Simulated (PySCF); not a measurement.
Molfile (atoms numbered from 1):
```
C5H6N2O
     RDKit          3D

 14 13  0  0  0  0  0  0  0  0999 V2000
   -0.5842    1.6793   -0.0831 C   0  0  0  0  0  0  0  0  0  0  0  0
   -0.0558    0.4629   -0.0123 C   0  0  0  0  0  0  0  0  0  0  0  0
   -0.8578   -0.8091   -0.0831 C   0  0  0  0  0  0  0  0  0  0  0  0
   -2.2710   -0.5774   -0.2354 C   0  0  0  0  0  0  0  0  0  0  0  0
   -3.3960   -0.4176   -0.3561 N   0  0  0  0  0  0  0  0  0  0  0  0
    1.3313    0.3097    0.1368 N   0  0  0  0  0  0  0  0  0  0  0  0
    2.0545   -0.8343    0.2258 C   0  0  0  0  0  0  0  0  0  0  0  0
    1.6378   -1.9627    0.1935 O   0  0  0  0  0  0  0  0  0  0  0  0
   -1.6418    1.8233   -0.1974 H   0  0  0  0  0  0  0  0  0  0  0  0
    0.0241    2.5658   -0.0288 H   0  0  0  0  0  0  0  0  0  0  0  0
   -0.6969   -1.4010    0.8243 H   0  0  0  0  0  0  0  0  0  0  0  0
   -0.5123   -1.4194   -0.9243 H   0  0  0  0  0  0  0  0  0  0  0  0
    1.8366    1.1838    0.1804 H   0  0  0  0  0  0  0  0  0  0  0  0
    3.1309   -0.6038    0.3377 H   0  0  0  0  0  0  0  0  0  0  0  0
  1  2  2  0
  2  3  1  0
  3  4  1  0
  4  5  3  0
  2  6  1  0
  6  7  1  0
  7  8  2  0
  1  9  1  0
  1 10  1  0
  3 11  1  0
  3 12  1  0
  6 13  1  0
  7 14  1  0
M  END
```

PySCF 2.14.0 with density-fitted response routines calculation with coordinates at the GFN2-xTB level and σ from GIAO-PBE0/pcSseg-1; one conformer, non-relativistic, rapidly exchanging positions averaged, in vacuum.

Scale: ¹³C (σ = 186.93 ppm), ¹H (σ = 31.72 ppm) against TMS; ¹⁵N (σ = 267.73 ppm) vs NH3; ¹⁷O (σ = 336.08 ppm) against H2O (reference shieldings calculated alike).

```json
{"atoms": "H14", "nucleus": "¹H", "count": "1", "Hirshfeld charge": "0.05", "δ (ppm)": "8.07"}
{"atoms": "C4", "nucleus": "¹³C", "count": "1", "Hirshfeld charge": "0.10", "δ (ppm)": "120.7"}
{"atoms": "O8", "nucleus": "¹⁷O", "count": "1", "Hirshfeld charge": "-0.25", "δ (ppm)": "?"}
{"atoms": "C3", "nucleus": "¹³C", "count": "1", "Hirshfeld charge": "-0.05", "δ (ppm)": "24.2"}
{"atoms": "N5", "nucleus": "¹⁵N", "count": "1", "Hirshfeld charge": "-0.22", "δ (ppm)": "306.7"}
{"atoms": "H11/H12", "nucleus": "¹H", "count": "2", "Hirshfeld charge": "0.07", "δ (ppm)": "?"}
{"atoms": "H13", "nucleus": "¹H", "count": "1", "Hirshfeld charge": "0.15", "δ (ppm)": "6.16"}
{"atoms": "H10", "nucleus": "¹H", "count": "1", "Hirshfeld charge": "0.05", "δ (ppm)": "4.68"}
{"atoms": "H9", "nucleus": "¹H", "count": "1", "Hirshfeld charge": "0.05", "δ (ppm)": "5.14"}
{"atoms": "N6", "nucleus": "¹⁵N", "count": "1", "Hirshfeld charge": "-0.08", "δ (ppm)": "167.8"}
{"atoms": "C1", "nucleus": "¹³C", "count": "1", "Hirshfeld charge": "-0.13", "δ (ppm)": "?"}
{"atoms": "C2", "nucleus": "¹³C", "count": "1", "Hirshfeld charge": "0.06", "δ (ppm)": "?"}
{"atoms": "C7", "nucleus": "¹³C", "count": "1", "Hirshfeld charge": "0.14", "δ (ppm)": "159.7"}
```

Q: Complete the table.

A: 
- C2: 144.2 ppm, alkene carbon bearing nitrogen; an sp2 carbon further deshielded by the attached heteroatom
- C1: 99.6 ppm, β carbon of an enol-ether or enamine type C=C; the O or N lone pair pushes π density onto this β carbon and shields it
- H11/H12: 4.04 ppm, hydrogen on an allylic sp3 CH2
- O8: 438.0 ppm, amide-type carbonyl oxygen

The OH or NH signal is concentration- and solvent-dependent in practice; the value given is the gas-phase one. Shifts are as computed. Against solution values, carbons near 30 ppm lie about +3 ppm off and those near 130 ppm about +5 ppm. Of 1211 compounds with measured shifts, 218 miss one by over three times the rms of a fit or turn the order of signals round; such compounds aren't used in these exercises. Hydrogen bonding in solution shields acid and N–H amide carbonyl oxygens by tens of ppm. Hydrogen bonding in solution deshields acid and N–H amide carbonyl carbons by as much as 10 ppm beyond these values. Unscaled 17O shifts of doubly bonded oxygen tend to come out too high, by tens of ppm or more. Experimental scales use liquid or dissolved standards, which lie at an offset from isolated NH3 (liquid NH3: subtract about 20 ppm) and H2O (liquid H2O: subtract about 36 ppm). Unscaled 15N shifts of sp2 nitrogen come out 20 to 40 ppm too high even then.
